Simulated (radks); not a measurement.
Task: All-electron calculation, scalar-relativistic Kohn-Sham, LB94 model potential, spin-polarised, spherical densities, finite nucleus; Fermi nuclear charge, rms radius of each element as measured or else 0.836 A^(1/3) + 0.57 fm. Program: a radial shooting solver on a logarithmic mesh with Libxc functionals. Response by self-consistent Sternheimer equations with the Hartree and adiabatic LDA kernel, the relativistic mass of each level held fixed and spin-orbit coupling left out. Rank C2+, Be, Mg8+, O4+, F5+, Ne6+, B+, N3+ (NIST ground configurations) by static dipole polarisability, largest first.

Result: Be 42.85, B+ 10.92, C2+ 4.347, N3+ 2.160, O4+ 1.227, F5+ 0.7628, Ne6+ 0.5058, Mg8+ 0.2547 bohr^3.
